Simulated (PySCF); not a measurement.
glyoxal (C$_{2}$H$_{2}$O$_{2}$), singlet, geometry from GFN2-xTB, with bond 4-1 at 1.3 times its length; PBE/6-31G** in PySCF.

PySCF was given this input:
```python
from pyscf import gto, scf, dft

mol = gto.M(
    atom='''
C     0.020264    0.758340    0.007480
C    -0.020264   -0.758340   -0.007480
O     1.039602    1.385374    0.031588
H    -1.278883    1.369433   -0.010008
O    -1.039602   -1.385374   -0.031588
H     0.979080   -1.228412    0.005972
''',
    basis='6-31g**',
    charge=0,
    spin=0,
    verbose=4,
)

mf = dft.RKS(mol)
mf.xc = 'pbe'
mf.diis_space = 2
mf.kernel()
```

Q: What does PySCF print? Leave out banner, timings and long lists.

A: 
```
PySCF version 2.14.0

[INPUT] verbose = 4
[INPUT] num. atoms = 6
[INPUT] num. electrons = 30
[INPUT] charge = 0
[INPUT] spin (= nelec alpha-beta = 2S) = 0
[INPUT] symmetry False subgroup None
[INPUT] Mole.unit = angstrom
[INPUT] Symbol           X                Y                Z      unit          X                Y                Z       unit  Magmom
[INPUT]  1 C      0.020264000000   0.758340000000   0.007480000000 AA    0.038293410188   1.433054909303   0.014135151412 Bohr   0.0
[INPUT]  2 C     -0.020264000000  -0.758340000000  -0.007480000000 AA   -0.038293410188  -1.433054909303  -0.014135151412 Bohr   0.0
[INPUT]  3 O      1.039602000000   1.385374000000   0.031588000000 AA    1.964563058550   2.617977440093   0.059692668823 Bohr   0.0
[INPUT]  4 H     -1.278883000000   1.369433000000  -0.010008000000 AA   -2.416738615362   2.587853315942  -0.018912379055 Bohr   0.0
[INPUT]  5 O     -1.039602000000  -1.385374000000  -0.031588000000 AA   -1.964563058550  -2.617977440093  -0.059692668823 Bohr   0.0
[INPUT]  6 H      0.979080000000  -1.228412000000   0.005972000000 AA    1.850193054039  -2.321362248129   0.011285444416 Bohr   0.0

nuclear repulsion = 101.040729975766
number of shells = 30
number of NR pGTOs = 122
number of NR cGTOs = 66
basis = 6-31g**
ecp = {}

******** <class 'pyscf.dft.rks.RKS'> ********
method = RKS
initial guess = minao
damping factor = 0
level_shift factor = 0
DIIS = <class 'pyscf.scf.diis.CDIIS'>
diis_start_cycle = 1
diis_space = 2
diis_damp = 0
SCF conv_tol = 1e-09
SCF conv_tol_grad = None
SCF max_cycles = 50
direct_scf = True
direct_scf_tol = 1e-13
XC library pyscf.dft.libxc version 7.1.2
    S. Lehtola, C. Steigemann, M. J. T. Oliveira, and M. A. L. Marques,  SoftwareX 7, 1–5 (2018)
XC functionals = pbe
    J. P. Perdew, K. Burke, and M. Ernzerhof,  Phys. Rev. Lett. 77, 3865 (1996)
    J. P. Perdew, K. Burke, and M. Ernzerhof,  Phys. Rev. Lett. 78, 1396 (1997)
    J. P. Perdew, K. Burke, and M. Ernzerhof,  Phys. Rev. Lett. 77, 3865 (1996)
    J. P. Perdew, K. Burke, and M. Ernzerhof,  Phys. Rev. Lett. 78, 1396 (1997)
radial grids:
    Treutler-Ahlrichs [JCP 102, 346 (1995); DOI:10.1063/1.469408] (M4) radial grids

becke partition: Becke, JCP 88, 2547 (1988); DOI:10.1063/1.454033
pruning grids: <function nwchem_prune>
grids dens level: 3
symmetrized grids: False
atomic radii adjust function: <function treutler_atomic_radii_adjust>
small_rho_cutoff = 0
Set gradient conv threshold to 3.16228e-05
Initial guess from minao.
tot grids = 76016
init E= -227.949360460866
  HOMO = -0.28133821415979  LUMO = -0.183802628005504  gap/eV = 2.65408
cycle= 1 E= -227.310465106739  delta_E= 0.639  |g|= 1.07  |ddm|= 2.63
  HOMO = -0.118681747249663  LUMO = -0.0370785386529602  gap/eV = 2.22054
cycle= 2 E= -225.149181121406  delta_E= 2.16  |g|= 3.34  |ddm|= 3.84
  HOMO = -0.203641346618631  LUMO = -0.128296850250584  gap/eV = 2.05023
cycle= 3 E= -227.52637272056  delta_E= -2.38  |g|= 0.221  |ddm|= 3.24
  HOMO = -0.231742703628316  LUMO = -0.16674350815754  gap/eV = 1.76872
cycle= 4 E= -227.461484663019  delta_E= 0.0649  |g|= 0.601  |ddm|= 0.662
  HOMO = -0.232510906228489  LUMO = -0.159261520970487  gap/eV = 1.99322
cycle= 5 E= -227.53540335834  delta_E= -0.0739  |g|= 0.108  |ddm|= 0.479
  HOMO = -0.21172080328043  LUMO = -0.137733029423  gap/eV = 2.01331
cycle= 6 E= -227.533423100722  delta_E= 0.00198  |g|= 0.147  |ddm|= 0.218
  HOMO = -0.223254308662879  LUMO = -0.149470869539261  gap/eV = 2.00775
cycle= 7 E= -227.534017375972  delta_E= -0.000594  |g|= 0.137  |ddm|= 0.177
  HOMO = -0.226562832119846  LUMO = -0.15605415009874  gap/eV = 1.91864
cycle= 8 E= -227.525150861108  delta_E= 0.00887  |g|= 0.244  |ddm|= 0.267
  HOMO = -0.217496890347413  LUMO = -0.145203640671925  gap/eV = 1.96720
cycle= 9 E= -227.52993551536  delta_E= -0.00478  |g|=  0.2  |ddm|= 0.263
  HOMO = -0.222648261902262  LUMO = -0.148556974096081  gap/eV = 2.01613
cycle= 10 E= -227.504605139119  delta_E= 0.0253  |g|=  0.4  |ddm|= 0.377
  HOMO = -0.224444435195235  LUMO = -0.15321894903291  gap/eV = 1.93814
cycle= 11 E= -227.511770927464  delta_E= -0.00717  |g|= 0.354  |ddm|= 0.465
  HOMO = -0.207324762648165  LUMO = -0.140498572735044  gap/eV = 1.81843
cycle= 12 E= -227.443826179656  delta_E= 0.0679  |g|= 0.689  |ddm|= 0.64
  HOMO = -0.213667580024436  LUMO = -0.145577974342377  gap/eV = 1.85281
cycle= 13 E= -227.461548290463  delta_E= -0.0177  |g|=  0.6  |ddm|= 0.689
  HOMO = -0.194581054504931  LUMO = -0.147021818343553  gap/eV = 1.29415
cycle= 14 E= -227.264657662705  delta_E= 0.197  |g|= 1.14  |ddm|= 1.22
  HOMO = -0.203640280518855  LUMO = -0.139862636514454  gap/eV = 1.73548
cycle= 15 E= -227.382608129774  delta_E= -0.118  |g|= 0.886  |ddm|= 1.07
  HOMO = -0.187696372672954  LUMO = -0.128346530167789  gap/eV = 1.61499
cycle= 16 E= -227.052570905905  delta_E= 0.33  |g|=  1.5  |ddm|= 1.54
  HOMO = -0.202465672856649  LUMO = -0.141854032576018  gap/eV = 1.64933
cycle= 17 E= -227.220762089526  delta_E= -0.168  |g|= 1.23  |ddm|= 1.69
  HOMO = -0.166893810932862  LUMO = -0.103608949537699  gap/eV = 1.72207
cycle= 18 E= -226.328504185703  delta_E= 0.892  |g|= 2.45  |ddm|= 2.33
  HOMO = -0.152565335595003  LUMO = -0.122928625740389  gap/eV = 0.80646
cycle= 19 E= -226.811758563246  delta_E= -0.483  |g|= 1.83  |ddm|= 2.33

WARN: HOMO -0.0925709655633786 == LUMO -0.0920030094748384

cycle= 20 E= -224.690202280334  delta_E= 2.12  |g|= 3.24  |ddm|= 3.42
  HOMO = -0.190943453230041  LUMO = -0.157303248986173  gap/eV = 0.91540
cycle= 21 E= -227.35751827456  delta_E= -2.67  |g|= 0.925  |ddm|= 3.06
  HOMO = -0.227902382011085  LUMO = -0.130039020404763  gap/eV = 2.66300
cycle= 22 E= -226.836979494362  delta_E= 0.521  |g|= 1.78  |ddm|= 1.88
  HOMO = -0.18881150917638  LUMO = -0.158355250023518  gap/eV = 0.82876
cycle= 23 E= -227.431478192519  delta_E= -0.594  |g|= 0.68  |ddm|= 1.57
  HOMO = -0.168778426209442  LUMO = -0.148030365186287  gap/eV = 0.56458
cycle= 24 E= -225.604216227483  delta_E= 1.83  |g|= 2.37  |ddm|= 2.65
  HOMO = -0.231448430666818  LUMO = -0.131600063403182  gap/eV = 2.71701
cycle= 25 E= -227.361002977731  delta_E= -1.76  |g|= 0.913  |ddm|=  2.5
  HOMO = -0.171649534548828  LUMO = -0.0772731447805564  gap/eV = 2.56811
cycle= 26 E= -223.953190141362  delta_E= 3.41  |g|= 3.19  |ddm|= 3.05
  HOMO = -0.167459925537386  LUMO = -0.133038077277883  gap/eV = 0.93667
cycle= 27 E= -225.42746718479  delta_E= -1.47  |g|= 2.46  |ddm|= 3.54
  HOMO = -0.10307586392642  LUMO = 0.0131401479422038  gap/eV = 3.16240
cycle= 28 E= -225.181211539611  delta_E= 0.246  |g|= 3.16  |ddm|= 3.45
  HOMO = -0.0895621497436387  LUMO = -0.00549469123460788  gap/eV = 2.28759
cycle= 29 E= -216.406377487868  delta_E= 8.77  |g|= 4.46  |ddm|= 5.35
  HOMO = -0.132510460196261  LUMO = -0.0983196369531654  gap/eV = 0.93038
cycle= 30 E= -208.027307799004  delta_E= 8.38  |g|= 6.24  |ddm|= 14.8
  HOMO = 0.0689111313399917  LUMO = 0.0927647252542325  gap/eV = 0.64909
cycle= 31 E= -221.126963187746  delta_E= -13.1  |g|= 5.02  |ddm|= 12.2
  HOMO = -0.21700429350703  LUMO = -0.0919252443503744  gap/eV = 3.40357
cycle= 32 E= -192.557622085387  delta_E= 28.6  |g|= 6.96  |ddm|= 20.4
  HOMO = -0.133783764907339  LUMO = -0.123401662955724  gap/eV = 0.28251
cycle= 33 E= -196.314591203671  delta_E= -3.76  |g|= 6.93  |ddm|= 22.6
  HOMO = 0.105412790293477  LUMO = 0.161309072401654  gap/eV = 1.52102
cycle= 34 E= -217.063587309597  delta_E= -20.7  |g|= 5.64  |ddm|= 14.4
  HOMO = -0.287279148304685  LUMO = -0.284190933348559  gap/eV = 0.08403
cycle= 35 E= -186.601528306194  delta_E= 30.5  |g|= 7.63  |ddm|= 20.8
  HOMO = -0.260700517822037  LUMO = -0.195265401203641  gap/eV = 1.78058
cycle= 36 E= -194.713110384435  delta_E= -8.11  |g|= 7.15  |ddm|=   20
  HOMO = 0.10000834338761  LUMO = 0.235497545260191  gap/eV = 3.68685
cycle= 37 E= -215.555178471008  delta_E= -20.8  |g|= 5.74  |ddm|= 13.9
  HOMO = -0.291104204725483  LUMO = -0.284027684801469  gap/eV = 0.19256
cycle= 38 E= -183.384705602795  delta_E= 32.2  |g|= 7.21  |ddm|= 19.8
  HOMO = -0.365820386813879  LUMO = -0.361771772665126  gap/eV = 0.11017
cycle= 39 E= -190.761612800943  delta_E= -7.38  |g|= 7.08  |ddm|= 19.4
  HOMO = 0.0924546365425192  LUMO = 0.197216534685535  gap/eV = 2.85072
cycle= 40 E= -216.71951324301  delta_E=  -26  |g|= 5.57  |ddm|= 15.6
  HOMO = -0.316976730417102  LUMO = -0.268658575258633  gap/eV = 1.31480
cycle= 41 E= -182.878675760774  delta_E= 33.8  |g|= 7.17  |ddm|= 20.8
  HOMO = -0.332763465918438  LUMO = -0.32582778154711  gap/eV = 0.18873
cycle= 42 E= -191.437160075982  delta_E= -8.56  |g|= 7.03  |ddm|= 19.4
  HOMO = 0.0974921960239024  LUMO = 0.186648895639487  gap/eV = 2.42608
cycle= 43 E= -216.938522934946  delta_E= -25.5  |g|= 5.57  |ddm|= 15.7
  HOMO = -0.314457142687218  LUMO = -0.25863834573454  gap/eV = 1.51891
cycle= 44 E= -182.779286341968  delta_E= 34.2  |g|= 7.17  |ddm|= 21.1
  HOMO = -0.317935060573029  LUMO = -0.312195730418523  gap/eV = 0.15618
cycle= 45 E= -191.664199121294  delta_E= -8.88  |g|= 6.99  |ddm|= 19.4
  HOMO = 0.103435130088182  LUMO = 0.186544623312701  gap/eV = 2.26152
cycle= 46 E= -217.184466731409  delta_E= -25.5  |g|= 5.55  |ddm|=   16
  HOMO = -0.30938532418386  LUMO = -0.251985134094642  gap/eV = 1.56194
cycle= 47 E= -182.836894933227  delta_E= 34.3  |g|= 7.16  |ddm|= 21.5
  HOMO = -0.309663087345147  LUMO = -0.306726587245102  gap/eV = 0.07991
cycle= 48 E= -191.737488025791  delta_E= -8.9  |g|= 6.98  |ddm|= 19.5
  HOMO = 0.10704536345209  LUMO = 0.185385598744932  gap/eV = 2.13175
cycle= 49 E= -217.349879492184  delta_E= -25.6  |g|= 5.53  |ddm|= 16.1
  HOMO = -0.306277312332952  LUMO = -0.247409162439483  gap/eV = 1.60188
cycle= 50 E= -182.890511084507  delta_E= 34.5  |g|= 7.15  |ddm|= 21.7
SCF not converged.
SCF energy = -182.890511084507
```

The run did not converge; its last values are not results.
